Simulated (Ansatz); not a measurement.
Method: frozen-core CCSD(T)/def2-TZVPP // PBE0-D3(BJ)/def2-TZVP (Ansatz, an electronic-structure program). The restricted HF reference is unstable towards unrestricted orbitals.

Ansatz 0.2 input:
```yaml
crystal:
  periodic: [false, false, false]
  atoms:
    - { symbol: C, position_ang: [2.783038, 0.753577, 0.793962] }
    - { symbol: N, position_ang: [1.858296, 0.207917, 0.332678] }
    - { symbol: C, position_ang: [0.814722, -0.480253, -0.236298] }
    - { symbol: C, position_ang: [-0.43306, -0.109219, -0.118162] }
    - { symbol: C, position_ang: [-1.678085, 0.23073, -0.02054] }
    - { symbol: H, position_ang: [1.089547, -1.365963, -0.800019] }
    - { symbol: H, position_ang: [-2.29742, -0.133094, 0.793709] }
    - { symbol: H, position_ang: [-2.137035, 0.896305, -0.745328] }
basis:
  gaussian: { orbitals: def2-TZVPP }
correlation:
  method: ccsd_t
```

Output:

```
Functional definition: HF
1206 factors; integrals over basis functions are off by at most 6.0e-4 eV
mean field evaluation 1: about -5647.3024 eV, gradient 2.9e1 eV
mean field evaluation 2: about -5647.6173 eV, gradient 2.9e1 eV
mean field evaluation 4: about -5650.0879 eV, gradient 5.3e0 eV
mean field evaluation 8: about -5650.1606 eV, gradient 4.4e-1 eV
mean field evaluation 16: about -5649.4734 eV, gradient 1.1e1 eV
mean field -5650.16139167 eV, -207.6396013269 hartree, gradient 6.0e-6 eV, S^2 0.000000; 0 other end points of the search recorded, 0 dependent functions left out; unrestricted orbitals would lower it
5 core orbitals not correlated
reference -5650.16139167 eV, -207.6396013269 hartree; 12, 12 occupied and 180, 180 virtual orbitals, 1206 factors
second order -21.31130473 eV of doubles, -0.00000000 eV of singles
cycle   1  -21.17929006 eV  change    1.3e-1 eV  update   1.2e-1
cycle   2  -21.82339190 eV  change   -6.4e-1 eV  update   3.9e-2
cycle   3  -21.98231602 eV  change   -1.6e-1 eV  update   1.9e-2
cycle   4  -21.97297541 eV  change    9.3e-3 eV  update   5.0e-3
cycle   5  -21.97521428 eV  change   -2.2e-3 eV  update   2.1e-3
cycle   6  -21.97626548 eV  change   -1.1e-3 eV  update   5.9e-4
cycle   7  -21.97609893 eV  change    1.7e-4 eV  update   2.4e-4
cycle   8  -21.97610638 eV  change   -7.5e-6 eV  update   6.9e-5
cycle   9  -21.97612514 eV  change   -1.9e-5 eV  update   2.5e-5
perturbative correction -1.16626651 eV, -0.0428595037 hartree
Total energy: -5673.30378332 eV, -208.4900685335 hartree
```

Cost: very roughly 2.2 core-minutes.
